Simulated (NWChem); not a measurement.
Species: InF₂, doublet; SMILES [F][In][F]

Program: NWChem. Spin-unrestricted. In the optimisation the excess spin sits in a1 (C2v, its own frame). This spin state was assumed; another may lie lower. No stability test was run on the SCF state. def2 effective core potentials on In; no spin-orbit coupling. Each level has its own optimisation; frequencies are unscaled.

```csv
level,r F–In (Å),highest harmonic frequency (cm⁻¹),lowest (cm⁻¹),zero-point energy (kcal/mol)
"LDA (Slater exchange, VWN5)/def2-SVP (core potentials)",1.967,591,103,1.8
BLYP/def2-SVP (core potentials),2.012,540,97,1.6
"UHF/STO-3G (all-electron, non-relativistic)",1.865,625,177,2.0
PBE0/def2-SVP (core potentials),1.972,591,117,1.8
```
